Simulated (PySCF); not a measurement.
PySCF input file for Al(F)(OMe)(SeH) (CH4AlFOSe), SMILES C[O][Al]([F])[SeH], TDA-PBE/def2-SVPD. Geometry optimised at PBE0-D3(BJ)/def2-SVP. Other conformers were not sampled.

```python
import numpy as np
from pyscf import gto, scf, dft, tdscf

mol = gto.M(
    atom='''
    Al   -0.42129217    0.52103256   -0.00000000
    F    -2.05894341    0.80810171    0.00000000
    O     0.69228665    1.77133583    0.00000001
    C     0.83740354    3.15248044   -0.00000000
    H     1.40175248    3.48130990    0.88973862
    H    -0.13158607    3.68309015    0.00000000
    H     1.40175248    3.48130989   -0.88973862
    Se    0.34722721   -1.63615667    0.00000000
    H    -1.03306946   -2.14829123   -0.00000000
    ''',
    basis='def2-SVPD',
    charge=0,
    spin=0,
    symmetry=True,
    max_memory=1600,
    verbose=4,
)
mf = dft.RKS(mol, xc='pbe').density_fit(auxbasis='def2-universal-jkfit')
mf.grids.level = 3
mf.conv_tol = 1e-9
mf.max_cycle = 100
mf.kernel()
mf.grids = dft.Grids(mol).set(level=1).build(with_non0tab=True)  # coarser grid for the response kernel
td = tdscf.TDA(mf)
td.singlet = True
td.nstates = 10
td.conv_tol = 1e-4
td.positive_eig_threshold = 1e-6
td.kernel(x0=td.get_init_guess(mf, 15))
td.analyze()
tt = tdscf.TDA(mf)
tt.singlet = False
tt.nstates = 4
tt.conv_tol = 1e-4
tt.positive_eig_threshold = 1e-6
tt.kernel(x0=tt.get_init_guess(mf, 9))
tt.analyze(verbose=3)
```

Program output:

```
PySCF version 2.14.0

[INPUT] verbose = 4
[INPUT] num. atoms = 9
[INPUT] num. electrons = 74
[INPUT] charge = 0
[INPUT] spin (= nelec alpha-beta = 2S) = 0
[INPUT] symmetry True subgroup None
[INPUT] Mole.unit = angstrom
[INPUT] Symbol           X                Y                Z      unit          X                Y                Z       unit  Magmom
[INPUT]  1 Al    -0.421292170000   0.521032560000   0.000000000000 AA   -0.796126819724   0.984608840381   0.000000000000 Bohr   0.0
[INPUT]  2 F     -2.058943410000   0.808101710000   0.000000000000 AA   -3.890839150878   1.527090912693   0.000000000000 Bohr   0.0
[INPUT]  3 O      0.692286650000   1.771335830000   0.000000010000 AA    1.308232168193   3.347339593329   0.000000018897 Bohr   0.0
[INPUT]  4 C      0.837403540000   3.152480440000   0.000000000000 AA    1.582463346341   5.957324644648   0.000000000000 Bohr   0.0
[INPUT]  5 H      1.401752480000   3.481309900000   0.889738620000 AA    2.648928281630   6.578722265737   1.681362314248 Bohr   0.0
[INPUT]  6 H     -0.131586070000   3.683090150000   0.000000000000 AA   -0.248661634108   6.960031675583   0.000000000000 Bohr   0.0
[INPUT]  7 H      1.401752480000   3.481309890000  -0.889738620000 AA    2.648928281630   6.578722246840  -1.681362314248 Bohr   0.0
[INPUT]  8 Se     0.347227210000  -1.636156670000   0.000000000000 AA    0.656164329897  -3.091888003180   0.000000000000 Bohr   0.0
[INPUT]  9 H     -1.033069460000  -2.148291230000   0.000000000000 AA   -1.952218347052  -4.059682060505   0.000000000000 Bohr   0.0

nuclear repulsion = 390.501021317791
point group symmetry = Cs
symmetry origin: [ 2.80905226e-09 -3.06442084e-09  2.04294716e-09]
symmetry axis x: [1.00000000e+00 1.25634086e-09 9.88407561e-10]
symmetry axis y: [ 1.25634086e-09 -1.00000000e+00 -6.66417979e-10]
symmetry axis z: [-9.88407560e-10 -6.66418026e-10  1.00000000e+00]
num. orbitals of irrep A' = 111
num. orbitals of irrep A" = 52
number of shells = 67
number of NR pGTOs = 261
number of NR cGTOs = 163
basis = def2-SVPD
ecp = {}


[settings echo left out]
init E= -2857.80249376948
HOMO (A") = -0.279305505916965  LUMO (A') = -0.0980798193402568  gap/eV = 4.93140
cycle= 1 E= -2858.29936115179  delta_E= -0.497  |g|= 0.974  |ddm|= 4.22
HOMO (A') = -0.0907170754000104  LUMO (A') = -0.0390874790273683  gap/eV = 1.40491
cycle= 2 E= -2857.12925447247  delta_E= 1.17  |g|= 2.53  |ddm|= 3.62
HOMO (A") = -0.207293294855722  LUMO (A') = -0.0604888701690873  gap/eV = 3.99475
cycle= 3 E= -2858.46372617682  delta_E= -1.33  |g|= 0.277  |ddm|= 2.83
HOMO (A") = -0.235709607131995  LUMO (A') = -0.0639478136322484  gap/eV = 4.67388
cycle= 4 E= -2858.47355719619  delta_E= -0.00983  |g|= 0.222  |ddm|= 0.544
HOMO (A") = -0.238763927465113  LUMO (A') = -0.0662877969332452  gap/eV = 4.69331
cycle= 5 E= -2858.48205633942  delta_E= -0.0085  |g|= 0.0394  |ddm|= 0.205
HOMO (A") = -0.232233869093266  LUMO (A') = -0.0651829481312447  gap/eV = 4.54569
cycle= 6 E= -2858.48232894734  delta_E= -0.000273  |g|= 0.0208  |ddm|= 0.0782
HOMO (A") = -0.233910116982388  LUMO (A') = -0.0651208340520126  gap/eV = 4.59299
cycle= 7 E= -2858.48243401358  delta_E= -0.000105  |g|= 0.00351  |ddm|= 0.0309
HOMO (A") = -0.233906103244348  LUMO (A') = -0.0652453150280001  gap/eV = 4.58949
cycle= 8 E= -2858.48243675316  delta_E= -2.74e-06  |g|= 0.00078  |ddm|= 0.00555
HOMO (A") = -0.233855647821686  LUMO (A') = -0.0651962685084495  gap/eV = 4.58946
cycle= 9 E= -2858.48243692949  delta_E= -1.76e-07  |g|= 0.000225  |ddm|= 0.00149
HOMO (A") = -0.233854938151866  LUMO (A') = -0.0652085207276669  gap/eV = 4.58910
cycle= 10 E= -2858.48243693973  delta_E= -1.02e-08  |g|= 9.2e-05  |ddm|= 0.000428
HOMO (A") = -0.233858436566435  LUMO (A') = -0.0652083543472362  gap/eV = 4.58920
cycle= 11 E= -2858.48243694184  delta_E= -2.11e-09  |g|= 2.65e-05  |ddm|= 0.000161
HOMO (A") = -0.233858343004065  LUMO (A') = -0.0652075905056919  gap/eV = 4.58922
cycle= 12 E= -2858.48243694201  delta_E= -1.75e-10  |g|= 3.61e-06  |ddm|= 4.31e-05
HOMO (A") = -0.233857889767194  LUMO (A') = -0.0652075922732411  gap/eV = 4.58921
Extra cycle  E= -2858.48243694201  delta_E= 1.36e-12  |g|= 7.12e-06  |ddm|= 1.24e-05
converged SCF energy = -2858.48243694201
tot grids = 39232
Overwritten attributes  positive_eig_threshold  of <class 'pyscf.tdscf.rks.TDA'>


******** <class 'pyscf.tdscf.rks.TDA'> for <class 'pyscf.df.df_jk.DFSymAdaptedRKS'> ********
nstates = 10 singlet
deg_eia_thresh = 1.000e-03
wfnsym = None
conv_tol = 0.0001
eigh lindep = 1e-12
eigh level_shift = 0
eigh max_cycle = 100


Excitation energies (eV)
[4.67817428 5.46569052 5.48324006 5.56123541 5.85266097 6.19147507
 6.19425095 6.2978697  6.4421996  6.72772258]

** Singlet excitation energies and oscillator strengths **
Excited State   1:   A"      4.67817 eV    265.03 nm  f=0.0350
      37 -> 38       -0.70490
Excited State   2:   A'      5.46569 eV    226.84 nm  f=0.0060
      36 -> 38        0.69841
Excited State   3:   A"      5.48324 eV    226.11 nm  f=0.0287
      35 -> 38        0.69938
Excited State   4:   A"      5.56124 eV    222.94 nm  f=0.0076
      37 -> 39       -0.69877
Excited State   5:   A'      5.85266 eV    211.84 nm  f=0.0413
      34 -> 38        0.28785
      37 -> 40       -0.62804
Excited State   6:   A'      6.19148 eV    200.25 nm  f=0.0029
      34 -> 38       -0.10838
      35 -> 40        0.19288
      36 -> 39        0.66966
Excited State   7:   A"      6.19425 eV    200.16 nm  f=0.0008
      35 -> 39        0.70009
Excited State   8:   A"      6.29787 eV    196.87 nm  f=0.0023
      36 -> 40       -0.70044
Excited State   9:   A"      6.44220 eV    192.46 nm  f=0.0020
      37 -> 41        0.70444
Excited State  10:   A'      6.72772 eV    184.29 nm  f=0.1710
      34 -> 38        0.13844
      35 -> 40       -0.62984
      36 -> 39        0.19182
      37 -> 40        0.10217

** Transition electric dipole moments (AU) **
state          X           Y           Z        Dip. S.      Osc.
  1         0.0000     -0.0000     -0.5530      0.3058      0.0350
  2         0.1833      0.1045      0.0000      0.0445      0.0060
  3         0.0000      0.0000      0.4619      0.2134      0.0287
  4         0.0000      0.0000      0.2363      0.0558      0.0076
  5        -0.0348     -0.5354      0.0000      0.2878      0.0413
  6        -0.0039      0.1384      0.0000      0.0192      0.0029
  7         0.0000      0.0000     -0.0704      0.0050      0.0008
  8        -0.0000      0.0000      0.1215      0.0148      0.0023
  9         0.0000     -0.0000     -0.1126      0.0127      0.0020
 10         0.2482      0.9878     -0.0000      1.0373      0.1710

** Transition velocity dipole moments (imaginary part, AU) **
state          X           Y           Z        Dip. S.      Osc.
  1        -0.0000     -0.0000     -0.0593      0.0035      0.0136
  2         0.0347      0.0194     -0.0000      0.0016      0.0053
  3        -0.0000     -0.0000      0.0408      0.0017      0.0055
  4        -0.0000     -0.0000      0.0727      0.0053      0.0173
  5        -0.0227     -0.0548     -0.0000      0.0035      0.0109
  6        -0.0052      0.0166      0.0000      0.0003      0.0009
  7        -0.0000      0.0000     -0.0334      0.0011      0.0033
  8         0.0000     -0.0000     -0.0022      0.0000      0.0000
  9         0.0000      0.0000     -0.0204      0.0004      0.0012
 10         0.0219      0.1990     -0.0000      0.0401      0.1081

** Transition magnetic dipole moments (imaginary part, AU) **
state          X           Y           Z
  1        -0.4276     -0.0726      0.0000
  2         0.0000     -0.0000     -0.0843
  3         0.0686      0.2121     -0.0000
  4         0.4317     -0.3002     -0.0000
  5         0.0000      0.0000      0.0177
  6        -0.0000      0.0000     -0.2959
  7        -0.1765      0.1398      0.0000
  8        -0.0841      0.2450      0.0000
  9        -0.2859     -0.0097      0.0000
 10         0.0000     -0.0000     -0.0926


******** <class 'pyscf.tdscf.rks.TDA'> for <class 'pyscf.df.df_jk.DFSymAdaptedRKS'> ********
nstates = 4 triplet
deg_eia_thresh = 1.000e-03
wfnsym = None
conv_tol = 0.0001
eigh lindep = 1e-12
eigh level_shift = 0
eigh max_cycle = 100


Excitation energies (eV)
[4.41346463 5.12170537 5.14770697 5.18882721]

** Triplet excitation energies and oscillator strengths **
Excited State   1:   A"      4.41346 eV    280.92 nm  f=0.0000
Excited State   2:   A"      5.12171 eV    242.08 nm  f=0.0000
Excited State   3:   A'      5.14771 eV    240.85 nm  f=0.0000
Excited State   4:   A"      5.18883 eV    238.94 nm  f=0.0000
```

The run converged.
